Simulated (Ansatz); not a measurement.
Computed with Ansatz on PBE0-D4/def2-TZVP structures; ΔE is electronic, products minus reactants. CBS: MP2 limit from def2 TZ/QZ plus the TZ coupled-cluster correction, frozen cores. This one scheme is used for every species. DFT in def2-TZVPP. B3LYP here is the variant with VWN-RPA as its local correlation; programs differ in this. Each species was taken in one conformer, which may not be the lowest.

`N[SiH2]OBF` + `N=C(F)S` → `N=C(F)S[SiH2]N` + `OBF`  (ligand exchange at the Si–O bond)

CCSD(T)/CBS gives +0.41 eV.

Task: Another level gave +0.39 eV. Which?
A. r2SCAN/def2-TZVPP
B. B3LYP/def2-TZVPP
C. PBE0/def2-TZVPP
D. PBE/def2-TZVPP

Result: A. r2SCAN 0.39, PBE 0.29, PBE0 0.33, B3LYP 0.46 eV.

Largest T1 diagnostic among the species: 0.014.

In def2-TZVPP, CCSD(T) changes the Hartree–Fock value by −0.20 eV (the triples alone add −0.04 eV) and MP2 by −0.23 eV. From PBE to PBE0 (25 % exact exchange), in def2-TZVPP and without D4, ΔE moves by +0.04 eV.
